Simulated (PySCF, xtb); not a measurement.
CH₆FNOSi₂, SMILES F[Si@@H]1CN[SiH2]O1. One conformer was computed; it need not be the lowest.

Harmonic wavenumbers (cm⁻¹) from GFN2-xTB run with xtb at its own minimum, in rising order: 82, 119, 183, 253, 364, 381, 474, 508, 578, 594, 646, 675, 713, 772, 785, 805, 843, 850, 984, 1121, 1153, 1181, 1347, 1485, 2269, 2307, 2426, 2883, 2932, 3482.

What does PySCF with ωB97X-D3(BJ)/def2-SVP give at its own minimum? (An estimate is asked for; the answer gives what the named calculation found.)

62, 96, 236, 300, 330, 452, 489, 650, 665, 717, 718, 774, 783, 838, 870, 942, 949, 1018, 1042, 1126, 1203, 1222, 1382, 1483, 2248, 2271, 2326, 3030, 3086, 3669. Paired by order, the mean absolute difference is 75 cm⁻¹ and the zero-point energies are 47.5 and 50.0 kcal/mol.
